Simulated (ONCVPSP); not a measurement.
# Varying the ONCV potential for Tm (Z = 69)

Base potential:

ONCVPSP 4.0.1 input, shortened (lines: element, Z, core and valence counts, functional; n l f; lmax; l rc ep ncon nbas qcut; lloc lpopt rc5 dvloc0; l nproj debl; icmod fcfact rcfact), PBEsol, scalar-relativistic:

```
  Tm 69.00   10    4  -116133      upf
    1    0    2.00
    2    0    2.00
    2    1    6.00
    3    0    2.00
    3    1    6.00
    3    2   10.00
    4    0    2.00
    4    1    6.00
    4    2   10.00
    4    3   12.00
    5    0    2.00
    5    1    6.00
    5    2    1.00
    6    0    2.00
    2
    0    2.00    0.00    4    7    4.70
    1    1.70    0.00    4    9    6.50
    2    3.25    0.00    5    9    5.60
    4    5    1.20    4.00
    0    3    3.50
    1    3    3.30
    2    2    3.00
    3    1.75    1.75
```

All-electron outer shells of the reference configuration (PBEsol, scalar-relativistic, ld1.x):

| shell | level (eV) | outermost node (bohr) | outermost maximum (bohr) |
| --- | --- | --- | --- |
| 5s | -57.69 | 0.59 | 1.08 |
| 5p | -30.40 | 0.63 | 1.24 |
| 4f | -9.60 | – | 0.49 |
| 6s | -4.51 | 1.46 | 3.13 |
| 5d | -1.99 | 0.71 | 1.87 |

Cutoffs, loose and tight: the cutoffs (Ha) at which the residual kinetic energy of the hardest occupied pseudo-wave falls to 1 and 0.1 mHa per electron. They do not see the model core or the augmentation charge, which bear on the density cutoff. Test errors are all-electron minus pseudo excitation energies from the reference, over the configurations 5s2 5p6 5d1 6s1; 5s2 5p6 5d1 6s0; 5s2 5p6 5d0 6s0; 5s2 5p6 5d1 6s1.5. A dash means not determined; rows that change the core or the reference have their own tests. The largest error is taken over the tests solved by every variant that gives reliable tests at all: 5s2 5p6 5d1 6s0; 5s2 5p6 5d1 6s1; 5s2 5p6 5d1 6s1.5.

A true bound ghost makes a file unfit for plane-wave use even where its test errors are small: the radial tests pick states by their node count and pass the ghost by.

```tsv
change	outcome	cutoff, loose	cutoff, tight	bound ghosts	GHOST(+) flags above zero	largest test error (meV)
base	generated	16 Ha	25 Ha	none	s	-11
p: nbas 7	generated	17 Ha	25 Ha	none	s	-11
s: qcut 7.2	generated	16 Ha	20 Ha	none	s	-7.2
s: rc 1.56	generated	45 Ha	54 Ha	none	s	-6.9
core [Kr] 4d10, valence charge 23; reference 4f13 5s2 5p6 6s2; waves now 5s+6s: rc 1.65 bohr, ncon 4, nbas 7, qcut 5.8 1/bohr, 2 projectors; 5p: rc 1.55 bohr, ncon 4, nbas 7, qcut 6.3 1/bohr, 2 projectors, debl 1.2 Ha; d scattering state at 0.14 Ha: rc 1.60 bohr, ncon 4, nbas 7, qcut 5.8 1/bohr, 2 projectors, debl 2 Ha; 4f: rc 0.65 bohr, ncon 4, nbas 7, qcut 17.3 1/bohr, 3 projectors, debl 1.9 Ha; local potential polynomial inside 0.50 bohr (lpopt 5, dvloc0 -1 Ha)	generated, projector energies reset by the program	492 Ha	799 Ha	s, p, d, f	s	tests left out (the all-electron energies of this program are off by 10 to 40 meV for near-neutral 4f atoms)
local potential polynomial inside 1.20 bohr (lpopt 5, dvloc0 -1 Ha)	generated	16 Ha	25 Ha	none	s, p, d	-11
s: qcut 6.9; p: qcut 9.5; d: qcut 8.2	generated	26 Ha	31 Ha	none	s, p	-2.9
core correction Teter function fitted to the true core (icmod 2), fcfact 0.5	generated	16 Ha	25 Ha	none	s	+7.3
local potential polynomial inside 1.15 bohr (lpopt 5, dvloc0 3 Ha)	generated	16 Ha	25 Ha	none	s, p	-11
core correction Teter function, fcfact 3.4, rcfact 1.75	generated	16 Ha	25 Ha	none	s	-32
```
